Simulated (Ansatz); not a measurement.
```yaml
crystal:
  periodic: [false, false, false]
  atoms:
    - {symbol: Si, position_ang: [-0.008010, -1.149699, 0.295309]}
    - {symbol: C, position_ang: [0.259285, 0.485361, -0.630735]}
    - {symbol: Cl, position_ang: [1.918962, 1.045652, -0.346723]}
    - {symbol: Cl, position_ang: [-0.015328, 0.208098, -2.369669]}
    - {symbol: Te, position_ang: [-1.216557, 1.962332, -0.045576]}
    - {symbol: H, position_ang: [0.134488, -0.867667, 1.744400]}
    - {symbol: H, position_ang: [1.023546, -2.116759, -0.155026]}
    - {symbol: H, position_ang: [-0.638457, 2.077822, 1.509043]}
    - {symbol: H, position_ang: [-0.638457, 2.027822, 1.509043]}
basis:
  gaussian: {orbitals: x2c-TZVPPall}
hamiltonian: {xc: {name: PBE}, dispersion: d3bjatm}
scf: {lower_state_search: off}
output: {forces: true}
```

```sh
$ ansatz run in.yaml --threads 4 --pin off --events-out ev --progress --plain --max-ram 10444MiB
```

It prints (some lines left out):

```
Functional definition: PBE
1810 factors; their error is unknown
mean field evaluation 1: about -218704.4063 eV, gradient 6.2e1 eV
mean field evaluation 2: about -218646.6306 eV, gradient 1.4e2 eV
mean field evaluation 4: about -218709.6562 eV, gradient 3.7e1 eV
mean field evaluation 8: about -218709.0876 eV, gradient 3.1e1 eV
mean field evaluation 16: about -218715.8261 eV, gradient 3.7e-3 eV
mean field -218715.82610319 eV, -8037.6583583805 hartree, gradient 4.0e-6 eV, S^2 0.000000; 0 other end points of the search recorded, 0 dependent functions left out
reference -218715.82614121 eV, -8037.6583597777 hartree; 55, 55 occupied and 218, 218 virtual orbitals, 1810 factors
Total energy: -218716.18694873 eV, -8037.6716192095 hartree
Relativity: scalar
Atom 0 at    -0.008010    -1.149699     0.295309 Å, force    -1.048497    -0.678121    -0.361804 eV/Å
Atom 1 at     0.259285     0.485361    -0.630735 Å, force    -0.225295    -0.134721     0.664537 eV/Å
Atom 2 at     1.918962     1.045652    -0.346723 Å, force     0.938629     0.409924    -0.014882 eV/Å
Atom 3 at    -0.015328     0.208098    -2.369669 Å, force    -0.031781     0.151286    -0.411560 eV/Å
Atom 4 at    -1.216557     1.962332    -0.045576 Å, force    -3.534666    -0.265633    -7.512861 eV/Å
Atom 5 at     0.134488    -0.867667     1.744400 Å, force     0.056644     0.208615     0.358559 eV/Å
Atom 6 at     1.023546    -2.116759    -0.155026 Å, force     0.532579    -0.090723     0.038456 eV/Å
Atom 7 at    -0.638457     2.077822     1.509043 Å, force     1.659116  5735.468643     3.884925 eV/Å
Atom 8 at    -0.638457     2.027822     1.509043 Å, force     1.653272 -5735.069271     3.354631 eV/Å
Dipole moment:    -0.149239     0.433139     0.371506 e Å
Checks for a lower state left out: stability, starts, cluster_reference, orbital_swaps, neighbouring_geometries, increment
```

Question: Something in this input is off. What?

Answer: One atom was put on top of another. The calculation finished and met its thresholds. The result belongs to that input, not to the molecule as meant.
